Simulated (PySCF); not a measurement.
Tl (thallium, neutral) across methods

[Xe] 4f14 5d10 6s1 6p1 7s1, high-spin 4P determinant (an excited configuration). Calculation: PySCF 2.14, in aug-cc-pwCVTZ-PP with ECP60MDF (8s7p6d4f1g, 96 functions); a scalar-relativistic core potential.

```
   method  E (hartree)  mean ε 6s α (eV)  mean ε 6p α (eV)  mean ε 7s α (eV)  Σ⟨r²⟩ (bohr²)   ⟨S²⟩
      PBE    -172.1826           -13.877            -5.770            -1.877          103.6  3.751
      UHF   -171.22673           -17.808            -8.996            -2.800          107.1  3.754
    HSE06    -172.1520           -14.638            -6.285            -1.906          104.1  3.752
BHandHLYP    -172.0346           -16.036            -7.380            -2.259          104.8  3.751
      LDA    -171.8910           -14.164            -5.862            -1.919          102.2  3.751
CAM-B3LYP    -172.1103           -16.446            -7.792            -2.534          104.1  3.751
   r2SCAN    -172.2281           -14.338            -6.126            -1.851          103.8  3.754
   revPBE    -172.2392           -13.815            -5.750            -1.872          104.2  3.752
     PBE0    -172.1549           -15.070            -6.688            -2.179          104.2  3.752
```

Energies and moments cover only the electrons outside the core potential. Spin-orbit coupling, absent here, splits the open shell strongly. The outer electron is Rydberg-like, and this basis confines it to a smaller radius and binds it less than a complete one would.
